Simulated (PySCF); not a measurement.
From one molecule to another.

First species: C4H11NOSi.
Z-matrix (Å and degrees, GFN2-xTB geometry), rows numbered from 1:
```
C 
O   1  1.4038
C   2  1.4152  1  114.44
C   3  1.5353  2  113.69  1   -69.81
C   4  1.5251  3  107.82  2  -154.01
N   5  1.4509  4  106.68  3    40.88
Si  6  1.7161  5  115.15  4   -28.53
H   1  1.0981  2  111.14  3   -55.72
H   1  1.0961  2  111.96  3    65.92
H   1  1.0889  2  106.61  3  -174.78
H   3  1.1020  2  108.90  1    52.07
H   4  1.0917  3  107.43  2   -36.42
H   4  1.0917  3  112.87  2    83.52
H   5  1.0998  4  110.01  3   -80.03
H   5  1.0949  4  110.92  3   160.68
H   6  1.0056  5  114.72  4   172.41
H   7  1.4592  3  113.40  2    24.33
H   7  1.4687  3  111.45  2  -103.08
```

Second species: C₄H₁₁NOSi.
SMILES: `CCC/C=N/[SiH2]O`

Levels: PBE0/def2-SVPD for HOMO energy, LUMO energy, HOMO–LUMO gap and static isotropic polarisability; TDDFT PBE0/def2-SVPD for lowest singlet excitation; TDA PBE0/def2-SVPD for lowest triplet excitation (Tamm–Dancoff). Geometries: GFN2-xTB. All species are isolated and taken at one optimised geometry, non-relativistic unless stated. Electronic properties by PySCF.

Dipoles, sizes and rotational constants follow the conformer. The torsions of the flexible species, by atom-mapped SMILES:
- `[CH3:1][CH2:2][CH2:3]/[CH:4]=[N:5]/[SiH2:6][OH:7]`: C1–C2–C3–C4 -66°, C2–C3–C4–N5 134°, C4–N5–Si6–O7 136°, H–O7–Si6–N5 39°

The conformers of `CO[C@@H]1CCN[SiH2]1` aren't listed.

| property | column X | column Y |
| --- | --- | --- |
| HOMO energy | -6.97 eV | -6.60 eV |
| LUMO energy | -0.70 eV | 0.41 eV |
| HOMO–LUMO gap | 6.27 eV | 7.01 eV |
| lowest singlet excitation | 4.27 eV | 5.64 eV |
| lowest triplet excitation (Tamm–Dancoff) | 3.68 eV | 5.37 eV |
| static isotropic polarisability | 88.0 au | 84.5 au |

(1) Which column belongs to which species?

(2) How does each property change from the first species to the second?

Results:

(1) Column X is the second species and column Y the first. The first has 18 atoms and 64 electrons, the second 18 and 64.

(2) HOMO energy -0.37 eV; LUMO energy -1.11 eV; HOMO–LUMO gap -0.74 eV; lowest singlet excitation -1.37 eV; lowest triplet excitation (Tamm–Dancoff) -1.69 eV; static isotropic polarisability +3.5 au.

On the first: The principal polarisabilities are 72.7, 86.7 and 94.0 au; their mean is the isotropic value. The vertical singlet–triplet gap S1 − T1 is 0.27 eV (TDDFT singlet less Tamm–Dancoff triplet; S1: HOMO→LUMO, weight 0.98; T1: HOMO→LUMO, weight 0.95).

On the second: The polarisability is 13.04 Å³ as a volume (1 au = 0.148185 Å³), or 1.37 au for each of the 64 electrons. The vertical singlet–triplet gap S1 − T1 is 0.59 eV (TDDFT singlet less Tamm–Dancoff triplet; S1: HOMO→LUMO, weight 0.98; T1: HOMO→LUMO, weight 0.96).
